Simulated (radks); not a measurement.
Values are calculated unless marked as measured or tabulated.
Numerical settings for the oxygen ion O+, [He] 2s2 2p3. Code: a radial shooting solver on a logarithmic mesh with Libxc functionals. Model: Dirac Kohn-Sham, PBE, spin-unpolarised, spherical densities, finite nucleus; open shells are shared between the two j in proportion to 2j + 1; Fermi nuclear charge, rms radius 2.6991 fm. The defaults (mesh step 0.008 in ln r, mesh end at 40 bohr or more with all orbitals vanishing there, Anderson mixing 0.5 over 9 steps, residual threshold near 1e-9 with the energy settled to 1e-9 hartree or 1e-11 of itself, here a cap of 98 iterations) give E = -74.3980 hartree and 2p3/2 at -24.434 eV in 14 iterations. Run on one thread of a shared host, so times are rough (Arm Neoverse N1): 0.06 s of CPU time, 0.06 s wall, 14 iterations on 2189 mesh points. Changes against that run (0 stands for a change within the tolerance of the run):

\begin{tabular}{lrrrrr}
setting & iterations & converged & E (mhartree) & e(2p3/2) (meV) & CPU (s) \\ \hline
mesh step in ln r 0.005 & 14 & yes & 0 & 0 & 0.09 \\
mesh step in ln r 0.003 & 14 & yes & 0 & 0 & 0.14 \\
mesh step in ln r 0.012 & 14 & yes & 0 & 0 & 0.05 \\
mesh end (bohr) 12 & 14 & yes & 0 & 0 & 0.06 \\
mesh end (bohr) 2 & 13 & yes & +1.21e+03 & +1.72e+04 & 0.05 \\
residual threshold 1e-05 & 9 & yes & 0 & +0.0195 & 0.05 \\
residual threshold 0.001 & 8 & yes & 0 & +0.148 & 0.04 \\
mixing 2.5 & 14 & yes & 0 & 0 & 0.07 \\
linear mixing, mixing 0.05 & 98 & no & +0.000561 & -73.9 & 0.34 \\
linear mixing, mixing 0.2 & 89 & yes & 0 & 0 & 0.28 \\
mixing history 2 & 21 & yes & 0 & 0 & 0.08 \\
iteration cap 5 & 5 & no & +0.0221 & +105 & 0.02 \\
\end{tabular}

Settings that end as converged yet miss the energy by more than 1 mhartree: mesh end (bohr) 2 (+1.21 hartree). A mesh that ends early acts as a hard wall.
